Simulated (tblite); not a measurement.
C3H5F3Ge.
Atom-mapped SMILES: `[CH2:1]=[CH:2][GeH2:3][C:4]([F:5])([F:6])[F:7]` (hydrogens: H8, H9 on C1; H10 on C2; H11, H12 on Ge3)

Computed with GFN2-xTB (tblite), gas phase: nudged elastic band of 9 images (0 to 8), spring 0.2 eV/Å², climbing image at the end, force threshold 0.05 eV/Å. No saddle search or frequency run followed, so the top image need not be a first-order saddle, and its height can exceed the method's true barrier by a kcal/mol or more.

The band describes a rotation about Ge3–C4 (germanium bonded to 2 C and 2 H, CF3 carbon), followed by the dihedral C2–Ge3–C4–F6, from the optimised start (-61°) to a second optimised geometry at 59°.

Task: Give the energy profile along the converged band.

Result: 
```
image  dihedral (°)  E (kcal/mol)  Ge3–C4 (Å)  C2···F6 (Å)  largest true force (eV/Å)
    0           -61          0.00       2.005         3.58                       0.01
    1           -46          0.11       2.008         3.46                       0.03
    2           -30          0.44       2.011         3.37                       0.04
    3           -15          0.84       2.015         3.34                       0.05
    4             0          1.04       2.018         3.34                       0.04
    5            15          0.94       2.016         3.36                       0.05
    6            30          0.58       2.013         3.38                       0.04
    7            45          0.20       2.009         3.44                       0.03
    8            59          0.00       2.005         3.55                       0.01
```

Barriers of this band. The top is image 4 at 0°: 1.0 kcal/mol in either direction, as the ends lie within 0.002 eV of each other (their dihedrals are equal and opposite within 4°). The central bond is 0.013 Å longer at the top than at the start.

Task: What rate follows at 298 K for crossing this barrier forward?

Result: Taking the electronic barrier for the free energy of activation (no zero-point or entropy terms, transmission 1), rate = (kT/h)·exp(−ΔE/kT) ≈ 1 × 10^12 s⁻¹, whose inverse is 9 × 10^-13 s. An error of 1 kcal/mol in the barrier changes this by a factor of 5, and the method and the loose band can each miss by that much or more. The barrier is only 1.8 kT, where transition-state theory is rough.

Task: How long is the path, and how are the images spaced?

Result: Cartesian distances between aligned neighbours (all atoms, Å): 0.55, 0.52, 0.53, 0.53, 0.52, 0.52, 0.52, 0.51; the sum is 4.21 Å, and the top lies 51 % of the way along.

What follows is the cost of the whole band run. Hardware: an Arm Neoverse V2 with one thread, shared host with 192 logical CPUs at a one-minute load of 93. Cost: 1.6 s, 0.19 GiB resident at most.
